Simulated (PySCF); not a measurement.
# Mayer bond orders and bond lengths

Compound: C5H8F2SSi.
Numbering: `[CH3:1][S:2][C:3]1=[C:4]([F:5])[C@H:6]([F:7])[SiH2:8][CH2:9]1` (hydrogens: H10, H11, H12 on C1; H13 on C6; H14, H15 on Si8; H16, H17 on C9)

Cartesian coordinates in Å at the GFN2-xTB level; atoms count from 1:
```
atom  x, y, z in Å
C1     3.0455   -0.1004   -0.3130
S2     1.7580   -1.3775   -0.2258
C3     0.2526   -0.4974   -0.0076
C4     0.0048    0.8061   -0.1399
F5     0.9277    1.7300   -0.5133
C6    -1.3676    1.3296    0.1309
F7    -1.4009    1.9637    1.3795
Si8   -2.4478   -0.2603    0.2033
C9    -0.9090   -1.3783    0.3629
H10    2.9714    0.5490    0.5530
H11    2.9493    0.4691   -1.2315
H12    3.9900   -0.6357   -0.3003
H13   -1.6360    2.1095   -0.5869
H14   -3.3084   -0.2316    1.3794
H15   -3.1533   -0.4551   -1.0630
H16   -0.7627   -1.7539    1.3775
H17   -0.9206   -2.2547   -0.2857
```

Bond orders from the PBE0/pcSseg-1 density (PySCF). One conformer (not necessarily the lowest) at the GFN2-xTB geometry, without solvent, vibrations or thermal averaging.

Task: How far do the computed orders between heavy atoms stray from the drawn ones?

Result: The largest departure is 0.391, at C3–C4 (drawn double, 1.609). Drawn single, order below 0.88: C6–F7 (0.831) and C6–Si8 (0.847). Drawn double or triple, more than 0.30 short of the drawn order: C3–C4 (1.609).

Task: Set the Mayer orders of the bonds beside their lengths.

Result: 
| bond | drawn as | length (Å) | Mayer order |
| --- | --- | --- | --- |
| C1–S2 | single | 1.816 | 0.993 |
| S2–C3 | single | 1.757 | 1.099 |
| C3–C4 | double | 1.333 | 1.609 |
| C4–F5 | single | 1.358 | 0.926 |
| C4–C6 | single | 1.494 | 1.055 |
| C6–F7 | single | 1.401 | 0.831 |
| C6–Si8 | single | 1.923 | 0.847 |
| Si8–C9 | single | 1.909 | 0.883 |
| C9–C3 | single | 1.504 | 1.037 |
| C1–H10 | single | 1.085 | 0.949 |
| C1–H11 | single | 1.085 | 0.946 |
| C1–H12 | single | 1.086 | 0.952 |
| C6–H13 | single | 1.093 | 0.916 |
| Si8–H14 | single | 1.458 | 0.957 |
| Si8–H15 | single | 1.463 | 0.941 |
| C9–H16 | single | 1.092 | 0.926 |
| C9–H17 | single | 1.090 | 0.928 |

By pair of heavy elements: C–S: lowest C1–S2 (0.993, 1.816 Å), highest S2–C3 (1.099, 1.757 Å). C–C: lowest C9–C3 (1.037, 1.504 Å), highest C3–C4 (1.609, 1.333 Å). C–F: lowest C6–F7 (0.831, 1.401 Å), highest C4–F5 (0.926, 1.358 Å). C–Si: lowest C6–Si8 (0.847, 1.923 Å), highest Si8–C9 (0.883, 1.909 Å).

Task: Sum the orders of all bonds at each heavy atom with more than one neighbour and set the sums beside the valence in the SMILES.

Result: C1 3.840 (drawn 4), S2 2.092 (drawn 2), C3 3.745 (drawn 4), C4 3.590 (drawn 4), C6 3.649 (drawn 4), Si8 3.628 (drawn 4), C9 3.774 (drawn 4). Orders between atoms that aren't bonded are not in these sums.

For a closed shell the Mayer order of atoms A and B is Σ (PS)μν (PS)νμ over the basis functions μ on A and ν on B, with P the density and S the overlap matrix.

The run behind these numbers computed NMR shieldings as well. On one thread of an Arm Neoverse N1, no GPU, shared host, this took 70 s wall and 0.93 GiB of memory at its peak.
